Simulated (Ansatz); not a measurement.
Basis-set extrapolation for C$_{3}$H$_{5}$AlO$_{2}$ (`C#CO[CH2][AlH][OH]`) (PBE0-D4/def2-TZVP geometry, frozen core, Ansatz). Multiplicity 1, RHF reference.

```tsv
	def2-TZVPP	def2-QZVPP
HF	-508.232297	-508.251814
MP2 correlation	-1.025946	-1.100979
CCSD(T) correlation	-1.097583	not run
```

Energies in hartree. Use E(X) = E(∞) + A·exp(−7.88·√X) for Hartree–Fock and E(X) = E(∞) + B·X^(−2.97) for correlation, with X = 3 and 4, and add CCSD(T) minus MP2 of the smaller set to the MP2 limit.

Question: What is the CCSD(T) energy at the basis-set limit?

Answer: HF limit: -508.251814 + (-0.019517) × 0.13774 = -508.25450. MP2 limit: -1.100979 + (-0.075033) × 0.74074 = -1.15656. Higher-order term: -1.097583 − (-1.025946) = -0.07164. Total: -509.48270 hartree, 401.2 kJ/mol below CCSD(T)/def2-TZVPP.
